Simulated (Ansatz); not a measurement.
## Pulling the pair apart

The pair of CH2O (SMILES C=O, atoms 1–4) and SbH3 (SMILES [SbH3], atoms 5–8), both closed shells, in one local arrangement (a lower one may exist), relaxed at PBE0-D4/def2-TZVP:

C1  (0.010, 0.479, -1.857)
O2  (0.201, 1.311, -1.018)
H3  (-0.327, -0.544, -1.598)
H4  (0.161, 0.692, -2.933)
Sb5  (-0.230, 0.195, 1.989)
H6  (1.345, -0.212, 1.476)
H7  (-0.936, -0.828, 0.815)
H8  (-0.224, -1.091, 3.126)
(Å)

SbH3 is shifted rigidly along the line between the mean atom positions of the two fragments (negative: closer). Counterpoise interaction energies in kcal/mol. Computed with Ansatz 0.2.0 (basis: def2-TZVPPD); correlated methods freeze the cores. Filled d shells of the heavier atoms are correlated. Core potentials replace the inner electrons of the atoms past krypton. The def2 sets are not built for correlating such inner shells, so the correlated values are less sure here.

| shift (Å) | HF | PBE-D4 | wB97M-V |
| --- | --- | --- | --- |
| -0.32 | 1.89 | -1.89 | -1.99 |
| -0.16 | 0.35 | -2.62 | -2.66 |
| 0.00 | -0.46 | -2.80 | -2.77 |
| 0.16 | -0.84 | -2.71 | -2.59 |
| 0.39 | -0.99 | -2.36 | -2.18 |
| 0.81 | -0.84 | -1.61 | -1.42 |
| 1.62 | -0.43 | -0.66 | -0.59 |
| 3.24 | -0.13 | -0.11 | -0.14 |

What does CCSD(T) give at these shifts? (To be estimated.)

By the calculation: -0.89, -1.83, -2.16, -2.17, -1.93, -1.32, -0.56, -0.14 kcal/mol. For zero shift, CCSD(T) at an estimated basis limit (MP2 extrapolated from triple and quadruple zeta, plus CCSD(T) − MP2 in triple zeta) gives -2.56 kcal/mol. These are counterpoise interaction energies, counted from the two frozen fragments.

No T1 diagnostic of these runs exceeds 0.016.

For scale, one of the runs: CCSD(T)/def2-TZVPPD, 218 basis functions, launched by `ansatz run in.yaml --threads 4 --pin off --events-out ev --progress --plain --max-ram 9574MiB`. The run took 74 s on 4 CPU threads of an Arm Neoverse V2 (shared host), with 3.6 GiB of host memory at its peak.
